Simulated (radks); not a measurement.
Values are calculated unless marked as measured or tabulated.
Q: Coherent X-ray form factor from a spherical all-electron density. Level of theory: scalar-relativistic Kohn-Sham, r2SCAN, spin-polarised, spherical densities, finite nucleus; meta-GGA in the generalised Kohn-Sham scheme; Fermi nuclear charge, rms radius of each element as measured or else 0.836 A^(1/3) + 0.57 fm (a radial shooting solver on a logarithmic mesh with Libxc functionals).

| sin(theta)/lambda (1/angstrom) | f0 (electrons) |
|---|---|
| 0.05 | 58.805 |
| 0.1 | 58.229 |
| 0.15 | 57.292 |
| 0.2 | 56.028 |
| 0.25 | 54.479 |
| 0.3 | 52.696 |
| 0.4 | 48.635 |
| 0.5 | 44.256 |
| 0.6 | 39.897 |
| 0.8 | 32.099 |
| 1 | 26.079 |
| 1.25 | 20.938 |
| 1.5 | 17.726 |
| 2 | 14.022 |

The species is in the configuration that NIST lists as its ground one. Which atom or ion scatters so?

A: The rhenium ion Re16+, [Kr] 4d10 4f11 5s2. Extrapolating in s^2 from the first two rows gives f0(0) = 59.0, near the electron count 59; among species with that count, the fall with angle is slower the higher Z, and the table is that of Z = 75; from so few rows the species is fixed only to a neighbour or two.
